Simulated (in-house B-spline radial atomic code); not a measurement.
## PBEsol excitations of As3+

Method: PBEsol. Computed with an all-electron radial atomic-structure program (B-spline basis): linear response of the closed shell [Ar] 3d10 4s2 with the functional's adiabatic kernel; scalar-relativistic (spin-free one-electron X2C), finite nucleus, no spin-orbit coupling, no double excitations, S, P, D and F terms only; shells from n = 2 respond. Only terms of natural parity with L up to 3 were computed.

Command:
```bash
python run_td.py task.json out
```
Settings (radii: box in bohr, nucleus in fm):
```
Z                        33
electrons                30
configuration            [Ar] 3d10 4s2
hamiltonian              x2c
method                   pbesol
box_radius               23.08
rms_radius               4.0968
intervals                72
```

Cost of the run: 1.5 s on 1 thread of Arm Neoverse N1, with other jobs on the host.

The lowest states, in the order of their Tamm-Dancoff energies; the method's threshold (minus the highest occupied level) is 44.45 eV. Labels give the largest channel, * marks a mixed state, and oscillator strengths are full-response dipole values. Semilocal kernels can invert the small singlet-triplet splittings of Rydberg terms. Energies in eV:

| state | full response | Tamm-Dancoff | oscillator strength |
| --- | --- | --- | --- |
| 4s → 4p 3P | 9.803 | 9.962 | - |
| 4s → 4p 1P | 14.172 | 14.735 | 1.63 |
| 4s → 4d 3D | 25.429 | 25.471 | - |
| 4s → 4d 1D | 26.471 | 26.487 | - |
| 4s → 5s 3S | 27.031 | 27.038 | - |
| 4s → 5s 1S | 27.784 | 27.813 | - |
| 4s → 5p 3P | ? | ? | - |
| 4s → 5p 1P | ? | ? | ? |
| 4s → 4f 3F | 34.91 | 34.92 | - |
| 4s → 4f 1F | 35.02 | 35.03 | - |

(1) Where does 4s → 5p 1P lie?

(2) Where does 4s → 5p 3P lie?

(3) How large is the singlet-triplet splitting of 4s → 4p (P terms) in Tamm-Dancoff?

(4) What polarisabilities and dispersion coefficient does the method give?

## Answers

(1) At 30.92 eV in full response, 30.97 eV in Tamm-Dancoff, oscillator strength 0.0168.

(2) At 30.53 eV in full response, 30.54 eV in Tamm-Dancoff.

(3) 4.77 eV, from the unrounded values.

(4) Dipole 6.753 bohr³, quadrupole 14.5 bohr⁵, C6 21.27 hartree·bohr⁶ for two such species.
